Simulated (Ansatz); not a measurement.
AlBrClHO, SMILES `[OH][Al]([Cl])[Br]` at its PBE0-D4/def2-TZVP geometry, where that method's forces vanish. The species carries charge 0 and has multiplicity 1.

```tsv
atom	x (Å)	y (Å)	z (Å)
O1	0.044	-0.976	0.925
Al2	0.118	0.110	-0.352
Cl3	1.218	-0.415	-2.027
Br4	-0.935	2.082	-0.273
H5	-0.445	-0.801	1.728
```

Question: For each bond, give half the difference of the two atoms' forces along it (eV/Å; positive pushes the atoms apart) under PBE-D4, r2SCAN-D4, B3LYP-D4, ωB97M-V in def2-TZVPP. (Estimate.)

Answer: Ansatz gave: 
```tsv
bond	length (Å)	PBE-D4	r2SCAN-D4	B3LYP-D4	ωB97M-V
O1–Al2	1.678	0.23	0.03	0.03	0.06
O1–H5	0.956	0.33	0.01	0.00	-0.06
Al2–Cl3	2.071	0.10	0.02	0.07	0.02
Al2–Br4	2.238	0.04	0.00	0.08	-0.04
```

B3LYP here is the variant with VWN-RPA as its local correlation; programs differ in this.
